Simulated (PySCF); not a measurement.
C3H7ClSi. Atoms are numbered in the order given.

```xyz
12

C     -1.8790    -0.8973    -0.3723
C     -0.7978    -0.1905    -0.0293
Cl    -0.5667     0.2981     1.6568
Si     0.5944     0.3688    -1.1746
C      2.2377    -0.2912    -0.5461
H     -2.0187    -1.1993    -1.4142
H     -2.6435    -1.1905     0.3531
H      0.2760    -0.1464    -2.5390
H      0.6110     1.8598    -1.2038
H      2.2486    -1.3923    -0.5658
H      2.3969     0.0353     0.4933
H      3.0755     0.0765    -1.1593
```

Geometry: B3LYP-D3(BJ)/def2-SVP. Other conformers were not sampled.

These are PySCF with KT2/pcSseg-1 values and carry that method's errors.

GIAO shieldings, no solvent; atoms alike by connectivity are averaged. δ = σ(ref) − σ: ¹³C against TMS (σ = 185.1 ppm); ³⁵Cl against HCl (σ = 945.4 ppm); ²⁹Si against TMS (σ = 361.9 ppm); ¹H against TMS (σ = 31.47 ppm), references at their B3LYP-D3(BJ)/def2-TZVP geometries, non-relativistic (without spin–orbit terms, shifts of atoms bonded to Cl or Br come out too high).

Q: Estimate the chemical shifts. (An estimate is asked for; the answer gives what the named calculation found.)

A: 
```json
[
 {"nucleus": "¹³C", "atoms": "C2", "count": "1", "δ (ppm)": "149.9"},
 {"nucleus": "¹³C", "atoms": "C1", "count": "1", "δ (ppm)": "128.1"},
 {"nucleus": "¹³C", "atoms": "C5", "count": "1", "δ (ppm)": "-4.4"},
 {"nucleus": "³⁵Cl", "atoms": "Cl3", "count": "1", "δ (ppm)": "284.5"},
 {"nucleus": "²⁹Si", "atoms": "Si4", "count": "1", "δ (ppm)": "-37.0"},
 {"nucleus": "¹H", "atoms": "H6, H7", "count": "2", "δ (ppm)": "6.25"},
 {"nucleus": "¹H", "atoms": "H8, H9", "count": "2", "δ (ppm)": "4.68"},
 {"nucleus": "¹H", "atoms": "H10, H11, H12", "count": "3", "δ (ppm)": "0.70"}
]
```
